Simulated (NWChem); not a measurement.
System: C2H4BNO; SMILES C#CB(N)O

Input file for NWChem:

```
start job
memory heap 200 mb stack 900 mb global 1100 mb
geometry units angstroms noautoz
  C      0.017037    -2.284437     0.000000
  C     -0.004534    -1.070959     0.000000
  B      0.012560     0.473414     0.000000
  N     -1.190988     1.200284     0.000000
  O      1.201339     1.172301     0.000000
  H      0.028446    -3.351646     0.000000
  H     -2.099442     0.763858     0.000000
  H     -1.204790     2.210569     0.000000
  H      1.960766     0.574998     0.000000
end
basis spherical
  * library def2-tzvp
end
dft
  xc slater vwn_5
  iterations 150
  semidirect filesize 400000000
  mulliken
end
task dft energy
```

Coordinates come from a B3LYP/6-31G* (spherical d) optimisation.

What results follow from this input? (LDA (Slater exchange, VWN5)/def2-TZVP.) Quantities: energy (Ha); highest occupied level (eV); orbital gap (eV); dipole (D).


```json
{
 "energy (Ha)": "-231.61",
 "highest occupied level (eV)": "-6.54",
 "orbital gap (eV)": "5.12",
 "dipole (D)": "0.80"
}
```
